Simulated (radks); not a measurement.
Results of a calculation; reference values are marked as such.
Q: The table gives one normalised radial function P(r) = r R(r) of La+ in [Xe] 4f1 5d1 (r in bohr). Level of theory: scalar-relativistic Kohn-Sham, PBE, spin-unpolarised, spherical densities, point nucleus (a radial shooting solver on a logarithmic mesh with Libxc functionals).

r              P
0.001871   0.0018
0.002161   0.0024
0.002516   0.0031
0.002929   0.0040
0.003382   0.0051
0.003937   0.0067
0.004584   0.0086
0.005336   0.0112
0.006163   0.0143
0.007175   0.0184
0.008352   0.0237
0.009646   0.0299
0.01123    0.0380
0.01307    0.0480
0.01522    0.0602
0.01758    0.0738
0.02046    0.0904
0.02382    0.1092
0.02751    0.1284
0.03203    0.1493
0.03728    0.1690
0.0434     0.1851
0.05013    0.1939
0.05835    0.1926
0.06793    0.1763
0.07846    0.1436
0.09134    0.0888
0.1063     0.0143
0.1238    -0.0740
0.143     -0.1600
0.1664    -0.2372
0.1937    -0.2809
0.2238    -0.2741
0.2605    -0.2054
0.3032    -0.0758
0.353      0.0942
0.4077     0.2581
0.4746     0.3888
0.5525     0.4318
0.6381     0.3671
0.7429     0.1893
0.8648    -0.0685
1.007     -0.3524
1.163     -0.5927
1.354     -0.7711
1.576     -0.8460
1.82      -0.8200
2.119     -0.7113
2.466     -0.5555
2.871     -0.3910
3.316     -0.2541
3.86      -0.1443
4.494     -0.0723
5.19      -0.0329
6.042     -0.0122
7.034     -0.0037
8.189     -0.0009
9.457     -0.0002
11.01     0.0000

Which n and l does it have? It may be an empty orbital.

A: n = 5, l = 1: the number of nodes gives n - l - 1 = 3, the rise at small r (about r^(l+1), flatter next to the nucleus through relativity) gives l, and the extent must fit the shell. The curve is that of 5p. 5p: eigenvalue -23.974 eV, 3 radial nodes at r = 0.109, 0.325, 0.833 bohr, <r> = 1.87 bohr, 90 % of the charge inside 2.74 bohr.
